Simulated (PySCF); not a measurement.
Level of theory: PBE-D3(BJ)/def2-TZVP // PBE0-D3(BJ)/def2-TZVP (PySCF). Gas-phase values, no solvent. One relaxed conformer stands for a flexible species; it need not be the lowest. Excitations are Tamm–Dancoff values on a coarser integration grid. The basis has no diffuse functions, so Rydberg states are missing or too high.

Reference species (SMILES): `[SiH3][Ga]([SiH3])[SiH3]` (neutral, multiplicity 1).

The T1 excitation (TDA) is 2.64 eV. The HOMO comes out as -6.29 eV, the HOMO–LUMO gap comes out as 2.92 eV and the LUMO comes out as -3.37 eV.

Changed species: `[OH][Ga]([SiH3])[OH]` (H–O–Ga–Si torsion -179°, Si–Ga–O–H torsion -1°) (1 of 3 OH replaced by SiH3; the reference has 3 of 3 OH replaced by SiH3).

Problem. Give the shifts of the T1 excitation (TDA), HOMO, HOMO–LUMO gap and LUMO.

Solution. the T1 excitation (TDA) rises by 2.13 eV, to 4.77 eV; the HOMO drops by 0.62 eV, to -6.91 eV; the HOMO–LUMO gap increases by 2.14 eV, to 5.06 eV; the LUMO rises by 1.52 eV, to -1.85 eV.
